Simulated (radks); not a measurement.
Problem. Cs, 55 electrons, occupied as [Kr] 4d10 5s2 5p5.5 6s1 5d0.5 (fractional occupations, a model configuration). Calculated with a radial shooting solver on a logarithmic mesh with Libxc functionals: scalar-relativistic Kohn-Sham, SCAN, spin-unpolarised, spherical densities, finite nucleus; meta-GGA in the generalised Kohn-Sham scheme; Fermi nuclear charge, rms radius 4.8041 fm. Some entries of the table are withheld. Estimate them.

orbital  occ.  eigenvalue (hartree)  r(max) (bohr)
1s          2             -1317.855        0.01678
2s          2             -207.4821            (1)
2p          6                   (2)        0.07621
3s          2             -43.49027         0.2720
3p          6             -36.51652            (3)
3d         10             -26.31153         0.2207
4s          2              -8.37472            (4)
4p          6              -6.13235         0.6731
4d         10              -2.86298         0.7205
5s          2              -1.08384          1.542
5p        5.5              -0.57372          1.764
6s          1              -0.09348          4.794
5d        0.5              -0.02708          2.899

Solution. 
(1) 2s r(max) (bohr): 0.09477
(2) 2p eigenvalue (hartree): -185.9878
(3) 3p r(max) (bohr): 0.2663
(4) 4s r(max) (bohr): 0.6430
